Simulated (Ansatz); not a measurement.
Mulliken charges of BrH₂InOS (`[OH][In]([SH])[Br]`) from r2SCAN/def2-TZVPP in Ansatz (PBE0-D4/def2-TZVP geometry).

```csv
atom,x (Å),y (Å),z (Å),charge (e)
O1,-1.886,-0.813,-0.302,-0.495
In2,-0.231,0.228,-0.078,0.847
S3,1.852,-0.747,0.486,-0.340
Br4,-0.449,2.641,-0.420,-0.334
H5,-1.758,-1.754,-0.159,0.192
H6,2.472,0.445,0.473,0.131
```

Problem. By hand: the dipole of these point charges (1 e Å = 4.8032 D).

Solution. Σ q r = (0.244, -0.311, 0.090) e Å, of length 0.405 e Å = 1.95 D.

Problem. How does the dipole of the full density compare? (Estimate.)

Solution. The calculation gave: (0.251, -0.294, 0.090) e Å, 1.91 D; the point charges give 1.02 times that, at 2° from its direction.

Point charges leave out the atoms' own dipoles, such as those of lone pairs, and Mulliken's split depends on the basis, so the close match here is no proof of good charges.
